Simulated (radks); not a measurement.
The mean radii <r> (bohr) of the occupied orbitals of an atom or ion are listed with their occupations. Method: Dirac Kohn-Sham, Slater X-alpha with alpha = 1.032, spin-unpolarised, spherical densities, point nucleus; computed with a radial shooting solver on a logarithmic mesh with Libxc functionals.

orbital  occ.      <r>
1s1/2       2  0.02070
2s1/2       2  0.08722
2p1/2       2  0.07255
2p3/2       4  0.07971
3s1/2       2   0.2281
3p1/2       2   0.2175
3p3/2       4   0.2310
3d3/2       4   0.2035
3d5/2       6   0.2076
4s1/2       2   0.5150
4p1/2       2   0.5237
4p3/2       4   0.5545
4d3/2       4   0.5823
4d5/2       6   0.5932
5s1/2       2    1.254
5p1/2       2    1.404
5p3/2       4    1.505
4f5/2       6   0.7760
4f7/2       5   0.7900
6s1/2       1    3.429

Name the element and its charge. Open shells, if any, fill j = l - 1/2 first.

Answer. Z = 67, holmium, charge +1: Ho+ in [Xe] 4f11 6s1. The 1s radius gives Z: for a bare nucleus <r> = (2 gamma + 1)/(2Z) with gamma = sqrt(1 - (Z/c)^2), 0.02048 bohr for Z = 67, and screening makes it slightly larger (0.02070 here). The occupations add up to 66, and the charge is Z minus that.
